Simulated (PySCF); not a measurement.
H$_{3}$BN (SMILES [BH]N), doublet, at a GFN2-xTB geometry; TPSS/def2-SVP (PySCF).

PySCF was given this input:
```python
from pyscf import gto, scf, dft

mol = gto.M(
    atom='''
B     0.77176572   -0.38326126   -0.00712341
N    -0.50098332    0.12964714    0.00508320
H     1.71461686    0.31236266   -0.02031081
H    -0.72292847    1.12140556    0.00373476
H    -1.34363377   -0.42499191    0.01661071
''',
    basis='def2-svp',
    spin=1,
    verbose=4,
)

mf = dft.ROKS(mol)
mf.xc = 'tpss'
mf.kernel()
mf.analyze()
```

Question: Write the output that PySCF gives for this input, abridged.

Answer: 
```
PySCF version 2.14.0

[INPUT] verbose = 4
[INPUT] num. atoms = 5
[INPUT] num. electrons = 15
[INPUT] charge = 0
[INPUT] spin (= nelec alpha-beta = 2S) = 1
[INPUT] symmetry False subgroup None
[INPUT] Mole.unit = angstrom
[INPUT] Symbol           X                Y                Z      unit          X                Y                Z       unit  Magmom
[INPUT]  1 B      0.771765720000  -0.383261260000  -0.007123410000 AA    1.458425843128  -0.724258815556  -0.013461293973 Bohr   0.0
[INPUT]  2 N     -0.500983320000   0.129647140000   0.005083200000 AA   -0.946721267775   0.244997587433   0.009605855836 Bohr   0.0
[INPUT]  3 H      1.714616860000   0.312362660000  -0.020310810000 AA    3.240156273962   0.590279878941  -0.038381868268 Bohr   0.0
[INPUT]  4 H     -0.722928470000   1.121405560000   0.003734760000 AA   -1.366136815951   2.119149382965   0.007057673541 Bohr   0.0
[INPUT]  5 H     -1.343633770000  -0.424991910000   0.016610710000 AA   -2.539099837017  -0.803118315056   0.031389692635 Bohr   0.0

nuclear repulsion = 27.9272729832261
number of shells = 21
number of NR pGTOs = 69
number of NR cGTOs = 43
basis = def2-svp
ecp = {}

******** <class 'pyscf.dft.roks.ROKS'> ********
method = ROKS
initial guess = minao
damping factor = 0
level_shift factor = 0
DIIS = <class 'pyscf.scf.diis.CDIIS'>
diis_start_cycle = 1
diis_space = 8
diis_damp = 0
SCF conv_tol = 1e-09
SCF conv_tol_grad = None
SCF max_cycles = 50
direct_scf = True
direct_scf_tol = 1e-13
num. doubly occ = 7  num. singly occ = 1
XC library pyscf.dft.libxc version 7.1.2
    S. Lehtola, C. Steigemann, M. J. T. Oliveira, and M. A. L. Marques,  SoftwareX 7, 1–5 (2018)
XC functionals = tpss
    J. Tao, J. P. Perdew, V. N. Staroverov, and G. E. Scuseria,  Phys. Rev. Lett. 91, 146401 (2003)
    J. P. Perdew, J. Tao, V. N. Staroverov, and G. E. Scuseria,  J. Chem. Phys. 120, 6898 (2004)
    J. Tao, J. P. Perdew, V. N. Staroverov, and G. E. Scuseria,  Phys. Rev. Lett. 91, 146401 (2003)
    J. P. Perdew, J. Tao, V. N. Staroverov, and G. E. Scuseria,  J. Chem. Phys. 120, 6898 (2004)
radial grids:
    Treutler-Ahlrichs [JCP 102, 346 (1995); DOI:10.1063/1.469408] (M4) radial grids

becke partition: Becke, JCP 88, 2547 (1988); DOI:10.1063/1.454033
pruning grids: <function nwchem_prune>
grids dens level: 3
symmetrized grids: False
atomic radii adjust function: <function treutler_atomic_radii_adjust>
small_rho_cutoff = 0
Set gradient conv threshold to 3.16228e-05
tot grids = 57376
init E= -81.3292680252779
  HOMO = -0.170282530471662  LUMO = -0.0736071824583733  gap/eV = 2.63067
cycle= 1 E= -81.2842442136008  delta_E= 0.045  |g|= 0.361  |ddm|= 1.58
  HOMO = -0.0757456068972564  LUMO = 0.0386158500969103  gap/eV = 3.11193
cycle= 2 E= -81.2460356912217  delta_E= 0.0382  |g|= 0.551  |ddm|= 0.508
  HOMO = -0.0989648610058329  LUMO = -0.000222779159090081  gap/eV = 2.68691
cycle= 3 E= -81.3139295484471  delta_E= -0.0679  |g|= 0.0991  |ddm|= 0.31
  HOMO = -0.112571901514296  LUMO = -0.00804420761125169  gap/eV = 2.84434
cycle= 4 E= -81.3170709161953  delta_E= -0.00314  |g|= 0.0124  |ddm|= 0.0925
  HOMO = -0.108244145086893  LUMO = -0.00539371692079449  gap/eV = 2.79870
cycle= 5 E= -81.317127940334  delta_E= -5.7e-05  |g|= 0.00223  |ddm|= 0.0184
  HOMO = -0.108572623050902  LUMO = -0.00553588791134496  gap/eV = 2.80377
cycle= 6 E= -81.3171302331226  delta_E= -2.29e-06  |g|= 0.000443  |ddm|= 0.00421
  HOMO = -0.108463253621426  LUMO = -0.00552689837128417  gap/eV = 2.80104
cycle= 7 E= -81.3171303078111  delta_E= -7.47e-08  |g|= 9.09e-05  |ddm|= 0.000462
  HOMO = -0.108455167394745  LUMO = -0.00552030190971786  gap/eV = 2.80100
cycle= 8 E= -81.3171303103563  delta_E= -2.55e-09  |g|= 8.21e-06  |ddm|= 0.000108
  HOMO = -0.108454775422417  LUMO = -0.00551874728629009  gap/eV = 2.80103
cycle= 9 E= -81.3171303103949  delta_E= -3.86e-11  |g|= 7.51e-07  |ddm|= 2.13e-05
  HOMO = -0.108454453062477  LUMO = -0.00551865711875132  gap/eV = 2.80103
Extra cycle  E= -81.3171303103947  delta_E= 2.42e-13  |g|= 3.67e-07  |ddm|= 1.94e-06
converged SCF energy = -81.3171303103947
**** SCF Summaries ****
Total Energy =                         -81.317130310394688
Nuclear Repulsion Energy =              27.927272983226143
One-electron Energy =                 -163.854339946522060
Two-electron Energy =                   54.609936652901226
Two-electron Coulomb Energy =           66.697161946844020
DFT Exchange-Correlation Energy =      -12.087225293942794
HOMO-LUMO gap [eV] =                     2.801025678700667
**** MO energy ****
                Roothaan           | alpha              | beta
MO #1   energy= -14.126999660654   | -14.1273020381756  | -14.1266972831324  occ= 2
MO #2   energy= -6.59713609971852  | -6.60258270240198  | -6.59168949692097  occ= 2
MO #3   energy= -0.807814488593071 | -0.80936172524482  | -0.806267251361328 occ= 2
MO #4   energy= -0.479825680740336 | -0.483848283692649 | -0.475803076534027 occ= 2
MO #5   energy= -0.46641981992815  | -0.469922611537192 | -0.462917022596886 occ= 2
MO #6   energy= -0.339882600326235 | -0.345319441071576 | -0.334445743527591 occ= 2
MO #7   energy= -0.27136122759421  | -0.273668783308419 | -0.269053671879995 occ= 2
MO #8   energy= -0.108454453062477 | -0.159597267925141 | -0.0573116681525726 occ= 1
MO #9   energy= -0.00551865711875132 | -0.0176180074357812 | 0.00658069319827785 occ= 0
MO #10  energy= 0.0410664207497118 | 0.038882368550325  | 0.0432504690859264 occ= 0
MO #11  energy= 0.0930373571072596 | 0.0904292117145832 | 0.0956455037483295 occ= 0
MO #12  energy= 0.175321430583502  | 0.172287717488719  | 0.178355143939885  occ= 0
MO #13  energy= 0.194298844449166  | 0.18412863609557   | 0.204469052065654  occ= 0
MO #14  energy= 0.22978895454817   | 0.221380744162676  | 0.238197163864307  occ= 0
MO #15  energy= 0.316844098010776  | 0.308408834815802  | 0.325279361205749  occ= 0
MO #16  energy= 0.323238448798886  | 0.300833128740004  | 0.345643769705789  occ= 0
 ** Mulliken pop on meta-lowdin orthogonal AOs  **
 ** Mulliken pop  **
 ** Mulliken atomic charges  **
charge of    0B =     -0.08424
charge of    1N =     -0.34285
charge of    2H =     -0.01006
charge of    3H =      0.21353
charge of    4H =      0.22362
Dipole moment(X, Y, Z, Debye): -2.19587,  1.29501,  0.01948
```
